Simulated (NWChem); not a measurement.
System: N-methylmethanimine (C₂H₅N); SMILES CN=C

Input file for NWChem:

```
start job
memory heap 200 mb stack 900 mb global 1100 mb
geometry units angstroms noautoz
  C     -0.122660     1.135780     0.000000
  N      0.539145    -0.137443     0.000000
  C     -0.164630    -1.184008     0.000000
  H      0.200402     1.714094     0.880980
  H      0.200402     1.714094    -0.880980
  H     -1.230277     1.075240     0.000000
  H     -1.275026    -1.175491     0.000000
  H      0.324506    -2.169141     0.000000
end
basis spherical
  C library def2-svp
  N library def2-svp
  H library def2-svp
end
dft
  xc xwpbe 1.00 cpbe96 1.0 hfexch 1.00
  cam 0.15 cam_alpha 0.0 cam_beta 1.0
  iterations 150
  vectors input atomic output neutral.movecs
end
task dft energy
charge 1
dft
  odft
  mult 2
  vectors input atomic output cation.movecs
end
task dft energy
```

Parts of the log:

```
             Northwest Computational Chemistry Package (NWChem) 7.3.0
             --------------------------------------------------------

 CS  symmetry detected

                             Geometry "geometry" -> ""
                             -------------------------

 Output coordinates in angstroms (scale by  1.889725989 to convert to a.u.)

  No.       Tag          Charge          X              Y              Z
 ---- ---------------- ---------- -------------- -------------- --------------
    1 C                    6.0000    -0.12976326     1.14012236     0.00000000
    2 N                    7.0000     0.52739241    -0.13550654     0.00000000
    3 C                    6.0000    -0.18019595    -1.17949709     0.00000000
    4 H                    1.0000     0.19540638     1.71725393     0.88098000
    5 H                    1.0000     0.19540638     1.71725393    -0.88098000
    6 H                    1.0000    -1.23759375     1.08362353     0.00000000
    7 H                    1.0000    -1.29055349    -1.16692924     0.00000000
    8 H                    1.0000     0.30534286    -2.16640798     0.00000000

 Effective nuclear repulsion energy (a.u.)      72.2350758756

      Symmetry information
      --------------------

 Group name             Cs
 Group number              2
 Group order               2
 No. of unique centers     7

  pbe96 is a nonlocal functional; adding pw91lda local functional.

                                 NWChem DFT Module
                                 -----------------

 Summary of "ao basis" -> "ao basis" (spherical)
 ------------------------------------------------------------------------------
       Tag                 Description            Shells   Functions and Types
 ---------------- ------------------------------  ------  ---------------------
 C                          def2-svp                 6       14   3s2p1d
 N                          def2-svp                 6       14   3s2p1d
 H                          def2-svp                 3        5   2s1p

      Symmetry analysis of basis
      --------------------------

        a'         47
        a"         20

            General Information
            -------------------
          SCF calculation type: DFT
          Wavefunction type:  closed shell.
          No. of atoms     :     8
          No. of electrons :    24
           Alpha electrons :    12
            Beta electrons :    12
          Charge           :     0
          Spin multiplicity:     1
          Use of symmetry is: on ; symmetry adaption is: on
          Maximum number of iterations: 150
          AO basis - number of functions:    67
                     number of shells:    33
          Convergence on energy requested:  1.00D-06
          Convergence on density requested:  1.00D-05
          Convergence on gradient requested:  5.00D-04

              XC Information
              --------------
                     Hartree-Fock (Exact) Exchange  1.000
                     LC-wPBE(h)Exchange Functional  1.000
            Perdew 1991 LDA Correlation Functional  1.000 local
           PerdewBurkeErnz. Correlation Functional  1.000 non-local

           Range-Separation Parameters
           ---------------------------
           Alpha           :  0.00
           Beta            :  1.00
           Gamma           :  0.15
           Short-Range HF  :     F

             Grid Information
             ----------------
          Grid used for XC integration:  medium
          Radial quadrature: Mura-Knowles
          Angular quadrature: Lebedev.
          Tag              B.-S. Rad. Rad. Pts. Rad. Cut. Ang. Pts.
          ---              ---------- --------- --------- ---------
          C                   0.70       49          10.0       434
          N                   0.65       49           7.0       434
          H                   0.35       45          11.0       434
          Grid pruning is: on
          Number of quadrature shells:   327
          Spatial weights used:  Erf1

      Superposition of Atomic Density Guess
      -------------------------------------

 Sum of atomic energies:        -131.99019769

      Non-variational initial energy
      ------------------------------

 Total energy =    -133.738603
 1-e energy   =    -319.432908
 2-e energy   =     113.459229
 HOMO         =      -0.310340
 LUMO         =      -0.012715

      Symmetry analysis of molecular orbitals - initial
      -------------------------------------------------

  Numbering of irreducible representations:

     1 a'          2 a"

  Orbital symmetries:

     1 a'          2 a'          3 a'          4 a'          5 a'
     6 a'          7 a'          8 a'          9 a"         10 a'
    11 a"         12 a'         13 a"         14 a'         15 a'
    16 a'         17 a"         18 a'         19 a'         20 a'
    21 a"         22 a'

   convergence    iter        energy       DeltaE   RMS-Dens  Diis-err
 ---------------- ----- ----------------- --------- --------- ---------
 d= 0,ls=0.0,diis     1   -133.6413069256 -2.06D+02  1.13D-02  3.35D-01
 d= 0,ls=0.0,diis     2   -133.6361570186  5.15D-03  6.28D-03  4.23D-01
 d= 0,ls=0.0,diis     3   -133.6784439296 -4.23D-02  1.60D-03  3.86D-02
 d= 0,ls=0.0,diis     4   -133.6824598169 -4.02D-03  4.20D-04  1.28D-03
 d= 0,ls=0.0,diis     5   -133.6826161909 -1.56D-04  9.87D-05  4.58D-05
  Resetting Diis
 d= 0,ls=0.0,diis     6   -133.6826223536 -6.16D-06  3.38D-05  3.36D-06
 d= 0,ls=0.0,diis     7   -133.6826227692 -4.16D-07  1.97D-05  5.58D-07
 d= 0,ls=0.0,diis     8   -133.6826227561  1.30D-08  7.61D-06  7.88D-07

         Total DFT energy =     -133.682622756127
      One electron energy =     -322.237865931736
           Coulomb energy =      135.709819620880
    Exchange-Corr. energy =      -19.389652320822
 Nuclear repulsion energy =       72.235075875552

 Numeric. integr. density =       23.999994672176

                  Occupations of the irreducible representations
                  ----------------------------------------------

                     irrep           alpha         beta
                     --------     --------     --------
                     a'               10.0         10.0
                     a"                2.0          2.0

                       DFT Final Molecular Orbital Analysis
                       ------------------------------------

 Vector   10  Occ=2.000000D+00  E=-4.109697D-01  Symmetry=a'
              MO Center= -2.1D-01,  1.9D-01, -8.6D-15, r^2= 3.0D+00
   Bfn.  Coefficient  Atom+Function         Bfn.  Coefficient  Atom+Function
  ----- ------------  ---------------      ----- ------------  ---------------
     5      0.284357  1 C  py                33      0.260717  3 C  py
    53     -0.244525  6 H  s                 63     -0.241856  8 H  s
     4      0.237874  1 C  px                43      0.179358  4 H  s
    48      0.179358  5 H  s                 19      0.169222  2 N  py
    58      0.167544  7 H  s                 32     -0.146859  3 C  px

 Vector   11  Occ=2.000000D+00  E=-3.491034D-01  Symmetry=a"
              MO Center=  1.2D-01, -1.3D-01,  2.9D-15, r^2= 2.2D+00
   Bfn.  Coefficient  Atom+Function         Bfn.  Coefficient  Atom+Function
  ----- ------------  ---------------      ----- ------------  ---------------
    34     -0.388549  3 C  pz                20      0.374247  2 N  pz
    37     -0.252131  3 C  pz                23     -0.237540  2 N  pz
     6      0.215992  1 C  pz                43      0.197141  4 H  s
    48     -0.197141  5 H  s                 44      0.112828  4 H  s
    49     -0.112828  5 H  s                  9      0.075081  1 C  pz

 Vector   12  Occ=2.000000D+00  E=-2.838844D-01  Symmetry=a'
              MO Center=  3.7D-01, -2.1D-01, -3.3D-16, r^2= 1.9D+00
   Bfn.  Coefficient  Atom+Function         Bfn.  Coefficient  Atom+Function
  ----- ------------  ---------------      ----- ------------  ---------------
    18      0.502654  2 N  px                21     -0.358677  2 N  px
    17     -0.285625  2 N  s                 59     -0.201695  7 H  s
    58     -0.198813  7 H  s                 16     -0.193726  2 N  s
    54     -0.173877  6 H  s                 53     -0.167739  6 H  s
    63      0.158297  8 H  s                  4      0.139666  1 C  px

 Vector   13  Occ=0.000000D+00  E= 3.154691D-02  Symmetry=a"
              MO Center=  7.8D-02, -6.4D-01, -5.2D-16, r^2= 2.0D+00
   Bfn.  Coefficient  Atom+Function         Bfn.  Coefficient  Atom+Function
  ----- ------------  ---------------      ----- ------------  ---------------
    37      0.564997  3 C  pz                23     -0.513045  2 N  pz
    34      0.460509  3 C  pz                20      0.456201  2 N  pz
    44      0.194954  4 H  s                 49     -0.194954  5 H  s
    43      0.109719  4 H  s                 48     -0.109719  5 H  s
     9     -0.063874  1 C  pz                11      0.027419  1 C  d -1

 Vector   14  Occ=0.000000D+00  E= 1.229779D-01  Symmetry=a'
              MO Center= -6.4D-01,  5.1D-01,  5.7D-16, r^2= 6.1D+00
   Bfn.  Coefficient  Atom+Function         Bfn.  Coefficient  Atom+Function
  ----- ------------  ---------------      ----- ------------  ---------------
     3      1.997145  1 C  s                 54     -1.024150  6 H  s
    44     -0.912780  4 H  s                 49     -0.912780  5 H  s
    31      0.855722  3 C  s                 59     -0.837147  7 H  s
    64     -0.668890  8 H  s                  8      0.371738  1 C  py
    36     -0.359251  3 C  py                35     -0.342614  3 C  px

 Vector   15  Occ=0.000000D+00  E= 1.509341D-01  Symmetry=a'
              MO Center= -3.8D-01,  8.1D-02, -4.2D-12, r^2= 7.2D+00
   Bfn.  Coefficient  Atom+Function         Bfn.  Coefficient  Atom+Function
  ----- ------------  ---------------      ----- ------------  ---------------
     3      1.653541  1 C  s                 31     -1.631449  3 C  s
    59      1.304639  7 H  s                 44     -1.069539  4 H  s
    49     -1.069539  5 H  s                 64      0.857089  8 H  s
     7      0.371173  1 C  px                 8      0.341800  1 C  py
    35      0.322355  3 C  px                36      0.220615  3 C  py

     Multipole analysis of the density
     ---------------------------------

     L   x y z        total         alpha         beta         nuclear
     -   - - -        -----         -----         ----         -------
     0   0 0 0     -0.000000    -12.000000    -12.000000     24.000000

     1   1 0 0     -0.509045     -0.254522     -0.254522      0.000000
     1   0 1 0      0.065179      0.032589      0.032589      0.000000
     1   0 0 1      0.000000      0.000000      0.000000      0.000000

     2   2 0 0    -15.582073    -17.807197    -17.807197     20.032321
     2   1 1 0      0.367728      0.073450      0.073450      0.220828
     2   1 0 1      0.000000      0.000000      0.000000      0.000000
     2   0 2 0    -12.336327    -58.666912    -58.666912    104.997497
     2   0 1 1     -0.000000     -0.000000     -0.000000      0.000000
     2   0 0 2    -14.487490    -10.015340    -10.015340      5.543190

                                 NWChem DFT Module
                                 -----------------

      Symmetry analysis of basis
      --------------------------

        a'         47
        a"         20

            General Information
            -------------------
          SCF calculation type: DFT
          Wavefunction type:  spin polarized.
          No. of atoms     :     8
          No. of electrons :    23
           Alpha electrons :    12
            Beta electrons :    11
          Charge           :     1
          Spin multiplicity:     2
          Use of symmetry is: on ; symmetry adaption is: on
          Maximum number of iterations: 150
          This is a Direct SCF calculation.
          AO basis - number of functions:    67
                     number of shells:    33
          Convergence on energy requested:  1.00D-06
          Convergence on density requested:  1.00D-05
          Convergence on gradient requested:  5.00D-04

              XC Information
              --------------
                     Hartree-Fock (Exact) Exchange  1.000
                     LC-wPBE(h)Exchange Functional  1.000
            Perdew 1991 LDA Correlation Functional  1.000 local
           PerdewBurkeErnz. Correlation Functional  1.000 non-local

           Range-Separation Parameters
           ---------------------------
           Alpha           :  0.00
           Beta            :  1.00
           Gamma           :  0.15
           Short-Range HF  :     F

             Grid Information
             ----------------
          Grid used for XC integration:  medium
          Radial quadrature: Mura-Knowles
          Angular quadrature: Lebedev.
          Tag              B.-S. Rad. Rad. Pts. Rad. Cut. Ang. Pts.
          ---              ---------- --------- --------- ---------
          C                   0.70       49          10.0       434
          N                   0.65       49           7.0       434
          H                   0.35       45          11.0       434
          Grid pruning is: on
          Number of quadrature shells:   327
          Spatial weights used:  Erf1

      Superposition of Atomic Density Guess
      -------------------------------------

 Sum of atomic energies:        -131.99019769

 Renormalizing density from      24.00 to     23

      Non-variational initial energy
      ------------------------------

 Total energy =    -129.686856
 1-e energy   =    -306.123204
 2-e energy   =     104.201271
 HOMO         =      -0.679389
 LUMO         =      -0.378832

   Symmetry analysis of molecular orbitals - initial alpha
   -------------------------------------------------------

  Numbering of irreducible representations:

     1 a'          2 a"

  Orbital symmetries:

     1 a'          2 a'          3 a'          4 a'          5 a'
     6 a'          7 a'          8 a'          9 a"         10 a'
    11 a"         12 a'         13 a"         14 a'         15 a'
    16 a'         17 a'         18 a"         19 a'         20 a'
    21 a"         22 a'

   Symmetry analysis of molecular orbitals - initial beta
   ------------------------------------------------------

  Numbering of irreducible representations:

     1 a'          2 a"

  Orbital symmetries:

     1 a'          2 a'          3 a'          4 a'          5 a'
     6 a'          7 a'          8 a'          9 a"         10 a'
    11 a"         12 a'         13 a"         14 a'         15 a'
    16 a'         17 a'         18 a"         19 a'         20 a'
    21 a"         22 a'

[...]
```

Level: LC-wPBE (HJS exchange hole, range parameter 0.15 per bohr)/def2-SVP, vertical spin-unrestricted ions. All runs use the structure optimised with PBE0/def2-SVP.
